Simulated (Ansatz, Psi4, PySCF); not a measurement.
C₃H₃, doublet, at a GFN2-xTB geometry. Base run: REVPBE/STO-3G (PySCF).

Input for PySCF:
```python
from pyscf import gto, scf, dft

mol = gto.Mole()
mol.atom = '''
    C     1.30815180   -0.19129891    0.14654059
    C     0.10901014   -0.01594121    0.01221143
    C    -1.22056561    0.17849066   -0.13672909
    H     2.33913641   -0.34206600    0.26203260
    H    -1.59247811    1.02636034   -0.68281534
    H    -1.92623626   -0.51179755    0.28864513
'''
mol.basis = 'sto-3g'
mol.spin = 1
mol.verbose = 4
mol.build()

mf = dft.UKS(mol)
mf.xc = 'revpbe'
mf.kernel()
```

The same geometry, method and basis name were run in Ansatz (a quantum-chemistry and plane-wave program) and Psi4 and PySCF, at each program's defaults and at the settings that a row names. The base is PySCF at its defaults. Differences at the defaults can come from grids, fitting, cores and function types together.

| code and settings | ΔE vs base (µEh) | basis functions | E (Eh) | SCF cycles | dipole (D) |
|---|---|---|---|---|---|
| PySCF, defaults (exact integrals, its default grid, spherical functions) | 0.0 | 18 | -114.53123 | 10 | 0.04 |
| Psi4, defaults (density fitting with its default set, its default grid, spherical functions) | -907 | 18 | -114.53213 | 9 | 0.04 |
| Ansatz, defaults (factorised integrals, its default grid, spherical functions) | -0.8 | 18 | -114.53123 | - | - |
| PySCF, density fitting with def2-universal-jkfit | -904 | 18 | -114.53213 | 10 | 0.04 |
| PySCF, fine grid | -0.7 | 18 | -114.53123 | 10 | 0.04 |
| Psi4, exact integrals, spherical functions, fine grid | -0.6 | 18 | -114.53123 | 12 | 0.04 |
| Ansatz, high accuracy | -0.6 | 18 | -114.53123 | - | - |

Open shells are given as the SCF converged; they aren't shown to be the lowest states, and a large step between rows can be another state.
